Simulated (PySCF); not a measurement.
C₅H₉F, SMILES C[C@@H]1C(F)[C@H]1C.

Geometry: B3LYP-D3(BJ)/def2-SVP. The structure was generated by enumeration; whether it is a known compound was not checked.

Two levels are set side by side: PBE/def2-TZVP (PySCF) and ωB97X/def2-TZVP (PySCF). Same geometry, gas phase. Differences are taken from unrounded values.

| quantity | PBE |
|---|---|
| orbital gap (eV) | 6.92 |
| highest occupied level (eV) | -6.33 |
| lowest empty level (eV) | 0.59 |
| dipole moment (D) | 1.60 |
| mean polarisability (bohr³) | 61.6 |

These are the PBE values. What does ωB97X give? (The exact figures need the calculation; the answer reports its results.)


| quantity | ωB97X | PBE minus ωB97X |
|---|---|---|
| orbital gap (eV) | 13.56 | -6.63 |
| highest occupied level (eV) | -10.16 | 3.83 |
| lowest empty level (eV) | 3.39 | -2.80 |
| dipole moment (D) | 1.75 | -0.15 |
| mean polarisability (bohr³) | 59.0 | 2.6 |

PBE's occupied levels lie high since its potential decays too fast outside the molecule; exact exchange lowers them and widens the gap. PBE's more diffuse valence density responds more strongly to a field. Differences between two approximate levels are no errors against the true value.

Rough cost on one machine, each run with all the roots and properties that it gave: ωB97X against PBE within a factor of 2.
